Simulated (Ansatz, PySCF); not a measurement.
Reaction R1 + R2 → P1, each structure at its B3LYP-D3(BJ)/def2-TZVP stationary point, reached from a drawn start (curvature not checked).
R1: C2H4 (SMILES C=C), charge 0, multiplicity 1.
R2: SiH2 (SMILES [SiH2]), charge 0, multiplicity 1.
P1: C2H6Si (SMILES C1C[SiH2]1), charge 0, multiplicity 1.

P less R. No zero-point or thermal terms.

Cores are frozen in the correlated methods. CBS(a, b) extrapolates the correlation energy as X⁻³ and adds the Hartree–Fock energy of set b.

Run with Ansatz (Gaussian basis) for Hartree–Fock, density functionals and correlated methods; PySCF for the D3/D4 terms. No computed number here is a measurement.

### Question
Predict the reaction energy from r2SCAN/def2-TZVPP.

### Answer
-2.42 eV

### Question
Give the reaction energy at the level MP2/CBS(cc-pV(T+d)Z, cc-pV(Q+d)Z).

### Answer
-2.41 eV

### Question
Estimate the reaction energy that B3LYP-D3(BJ)/def2-TZVPP returns for this input.

### Answer
-1.98 eV

Ansatz is a quantum-chemistry and plane-wave program.
